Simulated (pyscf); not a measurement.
•H₂Si–O–SiH₃, doublet

Gas-phase minimum from PySCF at ωB97X-D3(BJ)/def2-SVP, one conformer. Other isomers of •H₂Si–O–SiH₃ were not searched in full and may lie lower. 

```
O
Si 1 1.6625
Si 1 1.6628 2 140.81
H 3 1.4864 1 108.38 2 -174.94
H 3 1.4911 4 109.69 1 120.24
H 3 1.4922 4 109.69 5 119.60
H 2 1.4945 1 108.16 3 176.22
H 2 1.5007 7 110.18 1 120.17
```
Charge 0, spin multiplicity 2.

Properties at ωB97X-D3(BJ)/def2-SVP:

| Item | Value |
|---|---|
| Harmonic wavenumbers, unscaled | 53, 81, 111, 616, 710, 737, 761, 811, 934, 967, 971, 1007, 1100, 2185, 2228, 2254, 2262, 2287 cm⁻¹ |
| Zero-point energy | 28.7 kcal/mol |
| Rotational symmetry number | 1 |
| Entropy of this conformer at 298 K and 1 atm, rigid rotor and harmonic oscillator, modes under 100 cm⁻¹ raised to 100 | 321.0 J/(mol K) |
| Dipole moment | 0.50 D |
| Spin expectation value S2 | 0.751 |

Single-point totals, which compare only within one level (frozen core for MP2 and CC):

```
level                   total energy (hartree)
----------------------  ----------------------
ωB97X-D3(BJ)/def2-TZVP              -657.34936
PBE/def2-TZVP                       -656.89163
r²SCAN/def2-TZVP                    -657.19489
B3LYP-D3(BJ)/def2-TZVP              -657.34605
PBE0-D3(BJ)/def2-TZVP               -656.95872
M06-2X/def2-TZVP                    -657.21083
ωB97M-D3(BJ)/def2-TZVP              -657.38074
UHF/def2-TZVPP                      -655.74018
MP2/def2-TZVPP                      -656.20602
CCSD/def2-TZVPP                     -656.24542
CCSD(T)/def2-TZVPP                  -656.26208
```

Soft torsions are taken as harmonic, which can shift the entropy by several J/(mol K). The CCSD(T) − MP2 part came from Ansatz, without density fitting, on the same reference.
